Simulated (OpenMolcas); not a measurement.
## What GeNH4Cl (SMILES [NH2][GeH2][Cl]) costs in OpenMolcas

GeNH4Cl has 7 atoms, charge 0, and is taken as a singlet. As SMILES, `[NH2][GeH2][Cl]`. The coordinates come from a PBE0-D4/def2-TZVP relaxation. This is one conformer, not always the lowest.

| atom | x (Å) | y (Å) | z (Å) |
| --- | --- | --- | --- |
| N | -0.7929 | 0.5155 | -0.7227 |
| Ge | 0.5799 | 0.0033 | 0.3532 |
| Cl | 0.3945 | -2.0546 | 1.0345 |
| H | -1.7009 | 0.5268 | -0.2796 |
| H | -0.8589 | 0.0147 | -1.5977 |
| H | 0.5593 | 0.8649 | 1.6172 |
| H | 1.8802 | 0.0613 | -0.4506 |

Program: OpenMolcas 26.06. Hardware: 1 thread of Intel Xeon 6975P-C (Granite Rapids), shared host, so times are rough. Two-electron integrals are exact unless an approximation is named.

Problem. Estimate their order by wall time, quickest first.
A. gradient at B3LYP/6-31G* (spherical functions), grid UltraFine
B. gradient at HF/cc-pVDZ
C. gradient at HF/STO-3G

Solution. C (1.5 s), B (5.7 s), A (16 s).
